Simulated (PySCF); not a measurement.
Members of one family of related compounds. Method used: TDDFT PBE0/def2-SVPD, vertical, gas phase, core orbitals frozen in the response in PySCF. Geometries: GFN2-xTB; one conformer of each isolated species. Triplets are in the Tamm–Dancoff approximation. 'Strongest' means the level of largest summed f among the lowest 8 singlets; it needn't be the same kind of state in each.

Question: Rank by computed lowest singlet excitation energy, lowest first.
A. `[SiH3]CC#CC[SiH3]`
B. `C/N=C\C#CC[SiH3]`
C. `[SiH3]CC#CC(Cl)Cl`
D. `CC(=S)C#CC[SiH3]`
E. `N#CCC#CC[SiH3]`
F. `C=C(C)C#CC[SiH3]`

Answer: D (2.16 eV), B (4.41 eV), F (5.34 eV), C (5.48 eV), A (5.95 eV), E (6.28 eV).

| SMILES | S1 (eV) | first f ≥ 0.01 (nm) | f (S1) | gap (eV) | strongest (eV) | LUMO (eV) | S1 mainly |
| --- | --- | --- | --- | --- | --- | --- | --- |
| CC(=S)C#CC[SiH3] | 2.16 | 290 | 0.000 | 3.78 | 4.27 | -2.48 | H→L (100%) |
| C/N=C\C#CC[SiH3] | 4.41 | 228 | 0.003 | 6.16 | 5.44 | -1.03 | H-1→L (96%) |
| C=C(C)C#CC[SiH3] | 5.34 | 232 | 0.130 | 6.00 | 5.43 | -0.50 | H-1→L (66%) |
| [SiH3]CC#CC(Cl)Cl | 5.48 | 217 | 0.000 | 6.98 | 6.54 | -0.74 | H→L (83%) |
| [SiH3]CC#CC[SiH3] | 5.95 | 193 | 0.001 | 7.07 | 6.42 | 0.27 | H→L (98%) |
| N#CCC#CC[SiH3] | 6.28 | 186 | 0.003 | 7.72 | 7.42 | 0.09 | H→L+1 (65%) |

H and L stand for HOMO and LUMO.
